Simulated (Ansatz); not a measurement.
Consider the ligand exchange at a Ge–N bond: `F[SiH](F)[NH][GeH3]` + `[SiH3]S` → `[SiH3][S][GeH3]` + `N[SiH](F)F`.

Program: Ansatz. Geometries: PBE0-D4/def2-TZVP. ΔE: electronic, gas phase. CBS: MP2 limit from def2 TZ/QZ plus the TZ coupled-cluster correction, frozen cores. This one scheme is used for every species. Functionals use def2-TZVPP. B3LYP here is the variant with VWN-RPA as its local correlation; programs differ in this. For Ge outer-core shells are correlated without core-valence functions, which leaves a few kJ/mol of doubt a bond. Scalar relativity is left out up to krypton. One conformer a species, not always the lowest.

```
             level  ΔE (kJ/mol)  difference from CCSD(T)/CBS
            PBE-D4        -48.0                         -6.9
           PBE0-D4        -47.6                         -6.5
          B3LYP-D4        -41.9                         -0.8
           ωB97X-V        -39.4                          1.7
            B2PLYP        -40.0                          1.1
               PBE        -47.5                         -6.4
              PBE0        -47.1                         -6.0
             B3LYP        -40.9                          0.2
    MP2/def2-TZVPP        -40.9                          0.2
SCS-MP2/def2-TZVPP        -36.5                          4.6
   CCSD/def2-TZVPP        -35.4                          5.7
CCSD(T)/def2-TZVPP        -36.7                          4.4
    MP2/def2-QZVPP        -43.2                         -2.1
SCS-MP2/def2-QZVPP        -38.7                          2.4
     MP2/CBS(def2)        -45.2                         -4.1
    CCSD/CBS(def2)        -39.8                          1.3
       CCSD(T)/CBS        -41.1                            0
```

Largest T1 diagnostic among the species: 0.012.
